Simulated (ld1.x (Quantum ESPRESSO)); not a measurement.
**What the settings do to the RRKJ potential of osmium**

Base potential:

* Element: Os (Z = 76)
* Generator: ld1.x (Quantum ESPRESSO) 7.5
* Type: norm-conserving RRKJ (Kleinman–Bylander form)
* Functional: LDA (PZ)
* Relativity: fully relativistic
* Frozen core: [Xe] 4f14
* Valence charge: 8
* Reference configuration: 5d6 6s0 6p0 (charge +2)
* Partial waves: 6p (bound, empty): rc 2.25 bohr; 5d (bound): rc 2.45 bohr; 6s (bound, empty): rc 2.55 bohr
* Local potential: the s channel
* Core correction: a·sin(br)/r model core, default radius (core density twice the valence density)
* rho0: 0.02

Open shells are filled in proportion to 2j + 1 (rel_dist='average').

All-electron outer shells of the reference configuration (LDA (PZ), scalar-relativistic, ld1.x):

| shell | level (eV) | outermost node (bohr) | outermost maximum (bohr) |
| --- | --- | --- | --- |
| 5p | -68.33 | 0.55 | 1.03 |
| 5d | -23.23 | 0.60 | 1.34 |
| 6s | -21.18 | 1.20 | 2.33 |
| 6p | -13.94 | 1.41 | 2.88 |

Cutoffs, loose and tight: the cutoffs (Ry, on a coarse ladder) from which the occupation-weighted sum of valence levels, in a spherical-Bessel basis at the reference potential, stays within 10 and 1 mRy of its value at 400 Ry. They do not see the model core or the augmentation charge, which bear on the density cutoff. Test errors are all-electron minus pseudo excitation energies from the reference, over the configurations 5d6 6s2 6p0; 5d6 6s1 6p0; 5d5 6s0 6p0; 5d6 6s0 6p1; 5d7 6s0 6p0; 5d7 6s1 6p0; 5d5 6s2 6p1. A dash means not determined; rows that change the core or the reference have their own tests.

A true bound ghost makes a file unfit for plane-wave use even where its test errors are small: the radial tests pick states by their node count and pass the ghost by.

| change | outcome | cutoff, loose | cutoff, tight | bound ghosts | largest test error (meV) |
| --- | --- | --- | --- | --- | --- |
| base | generated | 30 Ry | 30 Ry | p3/2 | -101 |
| wave 5d (bound): rc 2.45 bohr becomes 5d (bound): rc 1.66 bohr | generated | 35 Ry | 60 Ry | p3/2 | -153 |
| wave 5d (bound): rc 2.45 bohr becomes 5d (bound): rc 1.92 bohr | generated | 35 Ry | 40 Ry | p3/2 | -150 |
| wave 5d (bound): rc 2.45 bohr becomes 5d (bound): rc 2.06 bohr | generated | 35 Ry | 40 Ry | p3/2 | -143 |
| wave 5d (bound): rc 2.45 bohr becomes 5d (bound): rc 2.56 bohr | generated | 25 Ry | 30 Ry | p3/2 | -85 |
| wave 5d (bound): rc 2.45 bohr becomes 5d (bound): rc 2.96 bohr | generated | 18 Ry | 25 Ry | p3/2 | -66 |
| wave 5d (bound): rc 2.45 bohr becomes 5d (bound): rc 3.46 bohr | generated | 15 Ry | 21 Ry | p3/2 | +203 |
| wave 5d (bound): rc 2.45 bohr becomes 5d (bound): rc 3.60 bohr | generated | 15 Ry | 18 Ry | p3/2 | +248 |

(1) What comes out with this change to the base: wave 5d (bound): rc 2.45 bohr becomes 5d (bound): rc 3.18 bohr?

(2) What comes out with this change to the base: wave 5d (bound): rc 2.45 bohr becomes 5d (bound): rc 2.34 bohr?

Answers

(1) outcome: generated; cutoff, loose: 18 Ry; cutoff, tight: 25 Ry; bound ghosts: p3/2; largest test error (meV): +90.

(2) outcome: generated; cutoff, loose: 30 Ry; cutoff, tight: 35 Ry; bound ghosts: p3/2; largest test error (meV): -114.

Reading the sweep of the d radius (base included, trends over the rows without a ghost): Bound ghosts are found at 1.66, 1.92, 2.06, 2.34, 2.45, 2.56, 2.96, 3.18, 3.46, 3.6 bohr. Every judged row has one, so this setting neither creates nor removes them.
